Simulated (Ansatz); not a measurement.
Basis-set series for C$_{2}$H$_{6}$ClF$_{3}$MoO$_{2}$ (`C[O][Mo]([F])([F])([F])([Cl])[O]C`). The species carries charge 0 and has multiplicity 1. Mo: def2 effective core potential. Geometry: relaxed with PBE0-D4/def2-TZVP. It is one conformer, not always the lowest.

Cartesian coordinates in Å:
```
C -1.7044 0.4522 -2.1643
O -1.0783 0.4211 -0.9180
Mo 0.0190 -0.6201 0.0734
F -0.9528 -0.5237 1.6601
F 1.0166 -0.8187 -1.4831
F 1.1998 -1.8646 0.7932
Cl -1.3185 -2.4386 -0.4443
O 1.0605 0.6782 0.8125
C 1.7146 0.8148 2.0425
H -2.2376 1.3981 -2.2707
H -2.4024 -0.3895 -2.2228
H -0.9439 0.3511 -2.9444
H 0.9641 0.8300 2.8393
H 2.3842 -0.0383 2.1890
H 2.2791 1.7481 2.0376
```

| functional | basis | functions | energy (Eh) | HOMO (eV) | LUMO (eV) |
| --- | --- | --- | --- | --- | --- |
| PBE0-D4 | def2-SVP | 177 | -1057.13869 | -8.84 | -4.11 |
| PBE0-D4 | def2-QZVPP | 730 | -1058.00564 | -8.86 | -4.03 |
| ωB97M-V | def2-SVP | 177 | -1057.53133 | -11.07 | -2.13 |
| ωB97M-V | def2-QZVPP | 730 | -1058.41226 | -11.14 | -2.06 |

**Question.** Give the rows for def2-TZVPP. (Best estimate.)

**Answer.** Computed: 
| functional | basis | functions | energy (Eh) | HOMO (eV) | LUMO (eV) |
| --- | --- | --- | --- | --- | --- |
| PBE0-D4 | def2-TZVPP | 399 | -1057.95930 | -8.86 | -4.05 |
| ωB97M-V | def2-TZVPP | 399 | -1058.36749 | -11.12 | -2.07 |
